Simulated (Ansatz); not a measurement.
Relaxation of the cluster Ge₆Bi⁺ with RKS PBE-D4/def2-SVP.

```sh
$ ansatz run in.yaml --threads 4 --pin off --events-out ev --progress --plain --max-ram 4787MiB
```

```yaml
crystal:
  periodic: [false, false, false]
  atoms:
    - {symbol: Bi, position_ang: [0.794130, -0.088340, -1.394230]}
    - {symbol: Ge, position_ang: [-0.619810, 0.069090, 1.087360]}
    - {symbol: Ge, position_ang: [-0.829180, 2.062320, -0.522770]}
    - {symbol: Ge, position_ang: [-2.011800, -0.290020, -1.043270]}
    - {symbol: Ge, position_ang: [1.677520, -1.085410, 1.107030]}
    - {symbol: Ge, position_ang: [1.449330, 1.570520, 0.808210]}
    - {symbol: Ge, position_ang: [-0.460190, -2.238170, -0.042340]}
basis:
  gaussian: {orbitals: def2-SVP}
total_charge: 1
hamiltonian: {xc: pbe, dispersion: d4}
scf: {lower_state_search: "off"}
output: {orbitals: {seedname: orbitals}}
relax: {f_tol: 0.02, max_steps: 100}
```

Hardware: 4 threads of Arm Neoverse V1 on a shared host. Wall time 24 s.

Positions (Å) and forces (eV/Å) at steps 1, 2, 3, 4, 5 of 5:

```xyz
7
step=1 energy=-344856.3223 eV
Bi    0.794   -0.088   -1.394    0.948   -0.106   -1.665
Ge   -0.620    0.069    1.087   -0.254    0.017    0.453
Ge   -0.829    2.062   -0.523   -0.549    1.075   -0.054
Ge   -2.012   -0.290   -1.043   -1.139   -0.135   -0.327
Ge    1.678   -1.085    1.107    0.731   -0.549    0.771
Ge    1.449    1.571    0.808    0.614    0.814    0.619
Ge   -0.460   -2.238   -0.042   -0.352   -1.117    0.203
7
step=2 energy=-344856.6168 eV
Bi    0.890   -0.099   -1.563   -0.454    0.050    0.797
Ge   -0.612    0.068    1.074    0.375   -0.045   -0.656
Ge   -0.884    2.151   -0.510    0.119   -0.270    0.049
Ge   -2.113   -0.300   -1.053    0.274    0.035    0.112
Ge    1.728   -1.129    1.186   -0.209    0.136   -0.168
Ge    1.490    1.637    0.875   -0.177   -0.204   -0.126
Ge   -0.499   -2.328   -0.009    0.073    0.297   -0.009
7
step=3 energy=-344856.6788 eV
Bi    0.857   -0.095   -1.505   -0.023    0.002    0.040
Ge   -0.591    0.065    1.037    0.054   -0.008   -0.093
Ge   -0.879    2.143   -0.512    0.033   -0.099    0.039
Ge   -2.103   -0.299   -1.054    0.089    0.014    0.063
Ge    1.724   -1.126    1.178   -0.091    0.051   -0.041
Ge    1.487    1.631    0.868   -0.078   -0.074   -0.026
Ge   -0.495   -2.320   -0.012    0.016    0.113    0.018
7
step=4 energy=-344856.6814 eV
Bi    0.859   -0.095   -1.508   -0.007    0.001    0.012
Ge   -0.588    0.065    1.032    0.006    0.000   -0.011
Ge   -0.876    2.133   -0.507   -0.009    0.025   -0.007
Ge   -2.095   -0.298   -1.048   -0.024   -0.003   -0.014
Ge    1.715   -1.121    1.174    0.021   -0.013    0.013
Ge    1.479    1.624    0.866    0.018    0.019    0.008
Ge   -0.494   -2.309   -0.009   -0.005   -0.029   -0.002
7
step=5 energy=-344856.6816 eV
Bi    0.858   -0.095   -1.507   -0.001    0.000    0.002
Ge   -0.587    0.065    1.031    0.004   -0.001   -0.006
Ge   -0.877    2.135   -0.508   -0.001    0.001    0.001
Ge   -2.097   -0.298   -1.049   -0.001    0.000    0.000
Ge    1.716   -1.122    1.175    0.000    0.000    0.001
Ge    1.480    1.626    0.867    0.000    0.001    0.001
Ge   -0.494   -2.311   -0.009   -0.001    0.000    0.001
```

In the def2 sets Bi takes a core potential; there is no spin–orbit coupling. Another isomer (singlet) lies 0.23 eV lower at PBE0-D4/def2-TZVP; other spin states weren't run for this one.
